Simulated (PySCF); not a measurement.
PySCF input file for but-1-yne (C4H6), SMILES C#CCC, PBE/pcSseg-1. Geometry optimised at B3LYP-D3(BJ)/def2-SVP.

```python
import numpy as np
from pyscf import gto, scf, dft
from pyscf.prop.nmr import rks as nmr

mol = gto.M(
    atom='''
    C    -0.26286486   -1.96734859    0.00000000
    C     0.16162525   -0.83270026   -0.00000000
    C     0.64552904    0.54780865   -0.00000000
    C    -0.48436904    1.58851402    0.00000000
    H    -0.63291940   -2.97480196    0.00000000
    H     1.29406001    0.69926946    0.88098646
    H     1.29406000    0.69926946   -0.88098645
    H    -0.06925747    2.60820256    0.00000000
    H    -1.12273273    1.47520882   -0.88935382
    H    -1.12273272    1.47520882    0.88935381
    ''',
    basis='pcSseg-1',
    charge=0,
    spin=0,
    max_memory=1600,
    verbose=3,
)
mf = dft.RKS(mol, xc='pbe')
mf.grids.level = 3
mf.conv_tol = 1e-10
mf.max_cycle = 100
mf.kernel()
n = nmr.NMR(mf)
n.verbose = 2
n.max_cycle_cphf = 60
sigma = n.kernel()
print('atom   isotropic/ppm   span/ppm')
for i, s in enumerate(sigma):
    w = np.linalg.eigvalsh((s + s.T) / 2)
    print(f'{mol.atom_symbol(i):2s}{i + 1:3d} {w.mean():14.3f} {w[2] - w[0]:11.3f}')
```

Program output:

```
converged SCF energy = -155.731116708391
atom   isotropic/ppm   span/ppm
C   1        109.866     214.703
C   2         92.943     304.007
C   3        163.160      24.975
C   4        163.451      29.875
H   5         29.619      14.616
H   6         28.921      10.767
H   7         28.921      10.767
H   8         30.200      10.706
H   9         29.993       8.715
H  10         29.993       8.715
```

The calculation finished and met its thresholds.
